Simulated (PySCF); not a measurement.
Molecule: sum formula H5SiO (charge +1, singlet). It need not be the lowest isomer of its formula. SMILES: [OH2+][SiH3]
Structure (B3LYP-D3(BJ)/def2-TZVP (Ansatz) minimum search):
```xyz
7

Si    -0.6614     0.0301    -0.1989
O      1.0973    -0.0330     0.3417
H     -0.7997    -1.1452    -1.0625
H     -1.3157    -0.0484     1.1088
H     -0.6573     1.3302    -0.8726
H      1.8377     0.2948    -0.1963
H      1.4158    -0.5885     1.0732
```
Charge +1, spin multiplicity 1.

Dispersion corrections to the total energy (kcal/mol) from the dftd3 and dftd4 libraries through PySCF: D3(BJ) without and D4 with the three-body term, each with the damping fitted for the functional named.

```csv
functional,D3(BJ),D4
PBE,___,-1.30
r2SCAN,-0.53,-0.30
PBE0,-1.72,-1.07
TPSS,___,-1.77
CAM-B3LYP,___,-1.07
PW6B95,-0.96,-1.21
B2GP-PLYP,-1.31,-0.53
```

Problem. Some entries are withheld; supply them.

Solution. 
- PBE, D3(BJ): -2.04
- TPSS, D3(BJ): -2.54
- CAM-B3LYP, D3(BJ): -1.51
